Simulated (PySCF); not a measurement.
A structure optimised at B3LYP-D3(BJ)/def2-TZVP, used in a PySCF frequency run:

```
Al
H 1 1.5693
S 1 2.1861 2 122.19
H 3 1.3450 1 93.13 2 0.00
S 1 2.1861 2 122.19 4 180.00
H 5 1.3450 1 93.13 2 0.00
```
Charge 0, spin multiplicity 1.

Task: Write its SMILES, formula and point group.

Result: [SH][AlH][SH], AlH₃S₂, C2v

Task: What are its rotational constants (standard atomic weights)?

Result: 15.553, 2.1656, 1.9009 GHz
